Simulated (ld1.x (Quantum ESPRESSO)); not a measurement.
## What one change does to a pseudopotential (C (Z = 6), TM)

```
Element                 : carbon (C)
Generator               : ld1.x (Quantum ESPRESSO) 7.5
Type                    : norm-conserving Troullier–Martins (Kleinman–Bylander form)
Functional              : PW91
Relativity              : non-relativistic
Frozen core             : [He]
Valence charge          : 4
Reference configuration : 2s2 2p2
Partial waves           : 2s (bound): rc 1.00 bohr; 2p (bound): rc 2.95 bohr
Local potential         : all-electron potential smoothed inside 1.75 bohr (lloc = -2)
Core correction         : Bessel-smoothed model core inside 0.90 bohr
```

Change: local potential all-electron potential smoothed inside 1.36 bohr (lloc = -2).

Cutoffs: the cutoffs (Ry, on a coarse ladder) from which the occupation-weighted sum of valence levels, in a spherical-Bessel basis at the reference potential, stays within 10 and 1 mRy of its value at 400 Ry; they do not see the model core or the augmentation charge, which bear on the density cutoff. Errors are all-electron minus pseudo energies relative to the spin-unpolarised reference configuration.

Question: What does the change do?

Answer: The potential gets neither clearly harder nor softer (35 Ry and 90 Ry → 35 Ry and 90 Ry); of the 7 tests that both files solve, the error grows in 1 and shrinks in 5 by more than 15 % and 0.3 meV (median size 73.2 → 128.5 meV); the range in which the s phases agree widens (upper end -0.3 → 4.9); neither file shows a bound ghost at the reference potential, the only one tested.

```tsv
quantity	base	changed
cutoff, loose	35 Ry	35 Ry
cutoff, tight	90 Ry	90 Ry
loose cutoff by channel (10 mRy a level)	s 25 Ry, p 15 Ry	s 30 Ry, p 15 Ry
bound ghosts	none	none
error for 2s2 2p1, meV [ΔE 10.93 eV]	+200	+129
error for 2s2 2p0, meV [ΔE 35.17 eV]	+1676	+1066
error for 2s1 2p0, meV [ΔE 83.40 eV]	+3882	+2063
error for 2s1 2p3, meV [ΔE 8.45 eV]	-31	-34
error for 2s2 2p1.5, meV [ΔE 4.00 eV]	+31	+19
error for 2s1 2p2, meV [ΔE 19.65 eV]	-73	-136
error for 2s2 2p2.3, meV [ΔE -1.18 eV]	+3.7	+2.0
s: phases at 3.20 bohr within 0.05 rad from the reference energy up to (Ry; the scan ends near 5)	-0.3	4.9
p: phases at 3.20 bohr within 0.05 rad from the reference energy up to (Ry; the scan ends near 5)	0.6	0.6
```

Base: These tests converged, but a pseudo level misses the all-electron one widely, so the file describes the atom poorly there or has found another state: 2s1 2p0: empty 2p by 5.6 eV.
